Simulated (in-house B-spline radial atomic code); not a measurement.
Ru⁸⁺. Computed with a B-spline radial atomic code. Model: all-electron spherical atom, spin shells full or empty, radial basis limit, no spin-orbit coupling: exact exchange with a local potential (Slater, KLI or optimised effective potential, whose far tail is KLI's), no correlation.

Exchange potential has not reached -1/r at the last radius.

The run also made RPA and GW results, which its time includes.

The Slater potential averages the orbital exchange potentials with the orbital densities as weights, KLI adds orbital constants, and the optimised effective potential minimises the exact-exchange energy among local potentials. So their energies lie above Hartree-Fock in the order OEP, KLI, Slater. All fall off as −1/r, unlike LDA and GGA exchange.

Command:
```bash
python run_gw.py task.json out
```
Settings (lengths in bohr, energies in hartree):
```
Z                      44
electrons              36
configuration          [Ar] 3d10 4s2 4p6
hamiltonian            nr
method                 kli
lmax                   9
spin_polarised         False
box_radius             7.7
intervals              70
```

Cost of the run: 5.4 s on 1 thread of Arm Neoverse N1, with other jobs on the host.

Given: hamiltonian non-relativistic; mean-field start exchange-only KLI.

Computed: energy above Hartree-Fock 15.685 millihartree; virial ratio -E/T less 1 0.00025.

```json
{"radius (bohr)": "0.00114", "r times exchange potential (hartree bohr)": "-0.039797"}
{"radius (bohr)": "0.0014", "r times exchange potential (hartree bohr)": "-0.048819"}
{"radius (bohr)": "0.00173", "r times exchange potential (hartree bohr)": "-0.060228"}
{"radius (bohr)": "0.00213", "r times exchange potential (hartree bohr)": "-0.07398"}
{"radius (bohr)": "0.00262", "r times exchange potential (hartree bohr)": "-0.090678"}
{"radius (bohr)": "0.00323", "r times exchange potential (hartree bohr)": "-0.11121"}
{"radius (bohr)": "0.00398", "r times exchange potential (hartree bohr)": "-0.136"}
{"radius (bohr)": "0.0049", "r times exchange potential (hartree bohr)": "-0.16563"}
{"radius (bohr)": "0.00604", "r times exchange potential (hartree bohr)": "-0.20097"}
{"radius (bohr)": "0.00744", "r times exchange potential (hartree bohr)": "-0.24207"}
{"radius (bohr)": "0.00917", "r times exchange potential (hartree bohr)": "-0.2891"}
{"radius (bohr)": "0.0113", "r times exchange potential (hartree bohr)": "-0.34094"}
{"radius (bohr)": "0.0139", "r times exchange potential (hartree bohr)": "-0.39506"}
{"radius (bohr)": "0.0172", "r times exchange potential (hartree bohr)": "?"}
{"radius (bohr)": "0.0211", "r times exchange potential (hartree bohr)": "-0.49586"}
{"radius (bohr)": "0.0261", "r times exchange potential (hartree bohr)": "-0.53043"}
{"radius (bohr)": "0.0321", "r times exchange potential (hartree bohr)": "-0.54566"}
{"radius (bohr)": "0.0396", "r times exchange potential (hartree bohr)": "-0.54597"}
{"radius (bohr)": "0.0488", "r times exchange potential (hartree bohr)": "-0.55676"}
{"radius (bohr)": "0.0601", "r times exchange potential (hartree bohr)": "-0.6181"}
{"radius (bohr)": "0.074", "r times exchange potential (hartree bohr)": "-0.73304"}
{"radius (bohr)": "0.0912", "r times exchange potential (hartree bohr)": "-0.85904"}
{"radius (bohr)": "0.112", "r times exchange potential (hartree bohr)": "-0.94836"}
{"radius (bohr)": "0.139", "r times exchange potential (hartree bohr)": "-0.97188"}
{"radius (bohr)": "0.171", "r times exchange potential (hartree bohr)": "-0.93759"}
{"radius (bohr)": "0.21", "r times exchange potential (hartree bohr)": "-0.96744"}
{"radius (bohr)": "0.259", "r times exchange potential (hartree bohr)": "-1.1613"}
{"radius (bohr)": "0.319", "r times exchange potential (hartree bohr)": "-1.3753"}
{"radius (bohr)": "0.394", "r times exchange potential (hartree bohr)": "-1.4692"}
{"radius (bohr)": "0.485", "r times exchange potential (hartree bohr)": "-1.3846"}
{"radius (bohr)": "0.598", "r times exchange potential (hartree bohr)": "?"}
{"radius (bohr)": "0.736", "r times exchange potential (hartree bohr)": "-1.1133"}
{"radius (bohr)": "0.907", "r times exchange potential (hartree bohr)": "-1.2965"}
{"radius (bohr)": "1.12", "r times exchange potential (hartree bohr)": "-1.4104"}
{"radius (bohr)": "1.38", "r times exchange potential (hartree bohr)": "-1.3967"}
{"radius (bohr)": "1.7", "r times exchange potential (hartree bohr)": "-1.3109"}
{"radius (bohr)": "2.09", "r times exchange potential (hartree bohr)": "-1.2146"}
```

Q: What belongs in the row 0.0172?

A: r times exchange potential (hartree bohr): -0.44973.

Q: What belongs in the row 0.598?

A: r times exchange potential (hartree bohr): -1.1663.

```tsv
occupied	level (hartree)	Hartree-Fock level (hartree)
1s	-789.1	-800.61
2s	-116.21	-120.31
2p	-107.93	-111.38
3s	-24.951	-26.451
3p	-21.7	-22.887
3d	-15.732	-16.372
4s	?	?
4p	-6.5439	-6.5498
```

Q: What belongs in the row 4s?

A: level (hartree): -7.583; Hartree-Fock level (hartree): -7.8411.

```
empty  level (hartree)
   4d          -4.8158
   5s                ?
   5p          -3.1946
   4f          -3.0685
```

Q: What belongs in the row 5s?

A: level (hartree): -3.5753.

The highest level, 4p, differs from Hartree-Fock by +0.16 eV and the deepest, 1s, by +313 eV: a local potential can match the highest level but can't give each shell its own exchange.
